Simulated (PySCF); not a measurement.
Bond curve of NaI⁺

Set-up: PySCF, scalar-relativistic core potentials, basis sets Na aug-cc-pVDZ, I aug-cc-pVDZ-PP with ECP28. Energies in eV from Na⁺ + I in their ground configurations at the same level. State: ²Π (doublet), unpaired electrons π ↑.

All columns are UHF. A positive dipole points towards I; it is taken about the centre of mass and depends on that origin.

| R (Å) | E (eV) | μ (D) | Mulliken charge on Na (basis-dependent) | HOMO (eV) | LUMO (eV) | Mayer bond order | ⟨S²⟩ |
| --- | --- | --- | --- | --- | --- | --- | --- |
| 2.700 | -0.115 | -8.72 | 0.94 | -15.33 | -6.47 | 0.11 | 0.76 |
| 2.826 | -0.259 | -9.22 | 0.93 | -15.18 | -6.33 | 0.14 | 0.76 |
| 2.952 | -0.339 | -9.75 | 0.91 | -15.04 | -6.19 | 0.16 | 0.76 |
| 3.046 | -0.371 | -10.16 | 0.91 | -14.93 | -6.09 | 0.17 | 0.76 |
| 3.140 | -0.386 | -10.57 | 0.91 | -14.83 | -5.99 | 0.18 | 0.76 |
| 3.234 | -0.389 | -11.00 | 0.91 | -14.73 | -5.89 | 0.18 | 0.76 |
| 3.360 | -0.380 | -11.58 | 0.91 | -14.59 | -5.76 | 0.17 | 0.76 |
| 3.517 | -0.356 | -12.31 | 0.92 | -14.43 | -5.61 | 0.15 | 0.76 |
| 3.705 | -0.319 | -13.21 | 0.93 | -14.24 | -5.43 | 0.13 | 0.76 |
| 3.956 | -0.267 | -14.42 | 0.95 | -14.01 | -5.20 | 0.10 | 0.76 |

A fit through these points gives, at Re = 3.214 Å, μ = -10.91 D and dμ/dR = -4.54 D/Å; the reduced mass is 19.46 u.

Q: How strong is the fundamental in the double-harmonic approximation, I = 42.26·(dμ/dR)²/μred km/mol?

A: I = 42.26·(-4.54)²/19.46 = 44.8 km/mol at UHF.

Spin–orbit coupling is left out, which matters for elements this heavy, above all for dissociation energies. For an ion De counts to the pair picked by the measured ionisation energies or electron affinities, which need not be the lowest pair at this level. Hartree–Fock leaves out correlation, which carries a large part of most bond energies and some tenths to 1 eV of ionisation energies. The state was picked by a PBE0 search and need not be the measured ground state.
